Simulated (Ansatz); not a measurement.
`C[Si](C)(Cl)Cl` → `Cl[Si]Cl` + `CC` at 298.15 K and 1 bar (silylene formation by 1,1-elimination).

Gas-phase electronic energies from Ansatz, PBE0-D4/def2-TZVP geometries. CBS: MP2 limit from def2 TZ/QZ plus the TZ coupled-cluster correction, frozen cores. This one scheme is used for every species.

```
         species  CCSD(T)/CBS energy (Eh)  H − E (kJ/mol)  S (J/(mol·K))
`C[Si](C)(Cl)Cl`              -1288.49641           226.8          359.4
      `Cl[Si]Cl`              -1208.69388            19.9          281.9
            `CC`                -79.71954           207.7          227.7
```

H − E and S are ideal-gas, rigid-rotor, harmonic terms from PBE0-D4/def2-TZVP. 1 Eh = 2625.50 kJ/mol, R = 8.31446 J/(mol·K).

Problem. By hand: ΔE, ΔH, ΔS and ΔG.

Solution. ΔE = (-1208.69388) + (-79.71954) − (-1288.49641) = 0.08299 Eh = 217.9 kJ/mol. Δ(H − E) = 19.9 + 207.7 − 226.8 = 0.8, so ΔH = 218.7 kJ/mol. ΔS = 281.9 + 227.7 − 359.4 = 150.2 J/(mol·K). ΔG = 218.7 − 298.15 × (150.2)/1000 = 173.9 kJ/mol.

Problem. By hand: the equilibrium constant, and the temperature at which ΔG would vanish if ΔH and ΔS stayed fixed.

Solution. log₁₀ K = −ΔG/(RT ln 10) = -30.5. ΔG = 0 at ΔH/ΔS = 1456 K.

The number of gas molecules changes by +1, which sets the sign of ΔS. A doubt of 5 kJ/mol in ΔE shifts log₁₀ K by 0.9 here. These are equilibria of isolated gas molecules and say nothing of rates. Largest T1 diagnostic: 0.013 (customary marks: 0.02 for closed shells, 0.045 for open ones).
